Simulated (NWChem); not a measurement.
System: C$_{3}$H$_{7}$NS; SMILES CN1CSC1

```xyz
12

C     -0.1522     2.1276     0.0000
N      0.3650     0.7901     0.0000
C      0.0178    -0.0828    -1.1031
S     -0.0382    -1.5489     0.0000
C      0.0178    -0.0828     1.1031
H      0.2116     2.6705    -0.8864
H      0.2116     2.6705     0.8864
H     -1.2650     2.1745     0.0000
H      0.7734    -0.1452    -1.9049
H     -0.9747     0.1269    -1.5553
H     -0.9747     0.1269     1.5553
H      0.7734    -0.1452     1.9049
```
Atoms are numbered in this order, from 1.

Results from NWChem. Pople sets run with spherical d functions. Structure relaxed at the PBE0/def2-SVP level. No frequency run checked for a minimum. Level PBE/6-31G*: energy and gradient on several grids; changes count from the extra-fine grid, which is no exact limit either.

Problem. Which is the coarsest grid (xcoarse; coarse; medium; fine; xfine) from which on the energy stays within 500 μHa and each gradient component within 500 μHa/bohr of xfine?

Solution. coarse.
| grid | size of the energy change (μHa) | largest change of a gradient component (μHa/bohr) | time, medium = 1 (rough) |
|---|---|---|---|
| xcoarse | 3000 | 2000 | about 1 |
| coarse | 50 | 100 | about 1 |
| medium | < 10 | < 30 | about 1 |
| fine | < 10 | < 30 | about 1 |
| xfine | < 10 | < 30 | 2 |
